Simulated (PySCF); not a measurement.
Identify the unknown among the candidates.

All candidates are C6H12Si.

| technique | computed result |
| --- | --- |
| 1H NMR | chemical shifts (computed TMS as zero) by class: 6.09 (2 H), 4.53 (1 H), 1.72 (2 H), 1.51 (2 H), 1.15 (3 H), 0.78 (2 H) ppm [GIAO PBE0/pcSseg-1] |
| Dipole | 0.56 D [PBE0/def2-SVPD] |
| Rotational structure | rotational constants A, B, C: 4.328, 1.382, 1.185 GHz [GFN2-xTB] |
| NMR, other nuclei | isotropic shieldings of nuclei other than C and H, by class: 351 (1 Si) ppm [GIAO PBE0/pcSseg-1] |
| Polarisability | 93.8 au [PBE0/def2-SVPD] |
| 13C NMR | chemical shifts (computed TMS as zero) by class: 138.3 (2 C), 18.9 (2 C), 10.9 (1 C), 9.6 (1 C) ppm [GIAO PBE0/pcSseg-1] |
| Triplet | lowest triplet excitation (Tamm–Dancoff): 4.44 eV [TDA PBE0/def2-SVPD] |
| UV, strongest line | among the 6 lowest singlet transitions: S4 at 7.16 eV (173 nm, f = 0.108) [TDDFT PBE0/def2-SVPD] |
| UV, first state | lowest singlet excitation: 6.55 eV (189 nm, f = 0.003) [TDDFT PBE0/def2-SVPD] |

Gas-phase values; electronic properties from PySCF, density fitting. Levels stand in brackets. Isolated species at its GFN2-xTB geometry (one conformer only). NMR values are class means; diastereotopic atoms form classes of their own.

Question: Which candidate is it?
A. `C1C[SiH](C2CC2)C1`
B. `C[SiH2]C1=C(C)CC1`
C. `C=C=C(C)[SiH2]CC`
D. `CC[SiH]1CC=CC1`
E. `CCCC#CC[SiH3]`

Answer: D. It is `CC[SiH]1CC=CC1`. Numbering: `[CH3:1][CH2:2][SiH:3]1[CH2:4][CH:5]=[CH:6][CH2:7]1`. Its formula, C6H12Si, gives 2 degrees of unsaturation: 1 ring and 1 π bond in the structure found. 6 carbons fall into 4 classes; from least to most shielded: alkene CH carbon [C5/C6] (138.3 ppm, 2 C), ring sp3 carbon bound to silicon [C4/C7] (18.9 ppm, 2 C), methyl carbon [C1] (10.9 ppm), chain sp3 carbon bound to silicon [C2] (9.6 ppm). Hydrogen classes from least to most shielded: 2 H on 2 alkene CH carbons, C5/C6 (6.09 ppm), 1 H on an SiH silicon, Si3 (4.53 ppm), 2 H on 2 like atoms (sp3 carbon bound to silicon), C4/C7 (1.72 ppm), 2 H on 2 like atoms (sp3 carbon bound to silicon), C4/C7 (1.51 ppm), 3 H on a methyl carbon, C1 (1.15 ppm), 2 H on an sp3 carbon bound to silicon, C2 (0.78 ppm). The other shieldings belong to: 351 ppm, SiH silicon [Si3]. The optimised geometry has point group C1 and is an asymmetric top.

The others, at the same levels:
- `C=C=C(C)[SiH2]CC` fails: it has 6 carbon classes against 4; its computed 13C shifts are 220.9 (1 C), 90.4 (1 C), 71.6 (1 C), 20.5 (1 C), 10.5 (1 C), 6.2 (1 C) ppm, 1H shifts are 4.56 (2 H), 4.26 (2 H), 1.87 (3 H), 1.16 (3 H), 0.92 (2 H) ppm and rotational constant A is 3.047 GHz (against 4.328 GHz).
- `CCCC#CC[SiH3]` fails: it has 6 carbon classes against 4; its computed 13C shifts are 86.3 (1 C), 84.5 (1 C), 26.8 (1 C), 23.4 (1 C), 15.3 (1 C), 0.1 (1 C) ppm, 1H shifts are 3.98 (3 H), 2.28 (2 H), 1.83 (2 H), 1.45 (2 H), 1.17 (3 H) ppm and lowest singlet excitation is 6.24 eV (199 nm, f = 0.000) (against 6.55 eV).
- `C1C[SiH](C2CC2)C1` fails: its computed 13C shifts are 19.7 (1 C), 15.3 (2 C), 3.0 (2 C), -0.7 (1 C) ppm, 1H shifts are 4.34 (1 H), 2.21 (1 H), 2.12 (1 H), 1.61 (2 H), 1.42 (2 H), 0.68 (2 H), 0.13 (2 H), -0.05 (1 H) ppm and lowest singlet excitation is 6.87 eV (180 nm, f = 0.001) (against 6.55 eV).
- `C[SiH2]C1=C(C)CC1` fails: it has 6 carbon classes against 4; its computed 13C shifts are 172.4 (1 C), 144.2 (1 C), 35.9 (1 C), 30.2 (1 C), 21.1 (1 C), -9.3 (1 C) ppm, 1H shifts are 4.49 (2 H), 2.59 (2 H), 2.44 (2 H), 1.93 (3 H), 0.19 (3 H) ppm and rotational constant A is 3.631 GHz (against 4.328 GHz).

Each candidate is one conformer, not necessarily the lowest. The conformers computed, where there is a choice (atom-mapped SMILES and torsion angles):
- `[CH2:1]=[C:2]=[C:3]([CH3:4])[SiH2:5][CH2:6][CH3:7]`: C2–C3–Si5–C6 7°, C3–Si5–C6–C7 177°
- `[CH3:1][CH2:2][CH2:3][C:4]#[C:5][CH2:6][SiH3:7]`: C1–C2–C3–C4 64°
- `[CH2:1]1[CH2:2][SiH:3]([CH:4]2[CH2:5][CH2:6]2)[CH2:7]1`: C2–Si3–C4–C5 -101°
- `[CH3:1][SiH2:2][C:3]1=[C:4]([CH3:5])[CH2:6][CH2:7]1`: C1–Si2–C3–C4 164°

The conformers of `CC[SiH]1CC=CC1` aren't listed.
